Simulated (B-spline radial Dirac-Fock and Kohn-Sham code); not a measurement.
# Two-hole binding energies of Ru⁵⁺

System: the Ru⁵⁺ ion in the configuration 1s2 2s2 2p6 3s2 3p6 3d10 4s2 4p6 4d3.

These are calculated numbers from a radial finite-basis atomic code; the model is relaxed Dirac-Fock hole states (ΔSCF) with Breit and QED corrections and a finite nucleus. U is the two-hole binding energy less the two single-hole energies, the effective repulsion of the holes after relaxation. Each two-hole energy is an average over J within one jj subconfiguration.

```
          holes  E(a) (eV)  E(b) (eV)  E(ab) (eV)  U (eV)
   1s⁻¹ 3p1/2⁻¹    22203.1      571.7     22835.8    61.0
   1s⁻¹ 3d5/2⁻¹    22203.1      364.8     22621.1    53.1
           2s⁻²     3317.3     3317.3      6751.0   116.4
   2s⁻¹ 2p1/2⁻¹     3317.3     3055.0      6480.8   108.4
        2p1/2⁻²     3055.0     3055.0      6252.4   142.3
2p1/2⁻¹ 2p3/2⁻¹     3055.0     2926.0      6110.4   129.3
        2p3/2⁻²     2926.0     2926.0      5981.9   129.8
   2s⁻¹ 3p3/2⁻¹     3317.3      549.2           ?       ?
2p1/2⁻¹ 3p3/2⁻¹     3055.0      549.2      3657.5    53.3
2p3/2⁻¹ 3p1/2⁻¹     2926.0      571.7      3551.9    54.2
2p1/2⁻¹ 3d3/2⁻¹     3055.0      369.0      3477.2    53.1
2p1/2⁻¹ 3d5/2⁻¹     3055.0      364.8      3474.9    55.0
        3p3/2⁻²      549.2      549.2      1140.1    41.8
        3d5/2⁻²      364.8      364.8       774.1    44.4
```

**Question.** Give the missing two-hole energy and U.

**Answer.** E(ab) = 3918.2 eV and U = 51.7 eV.
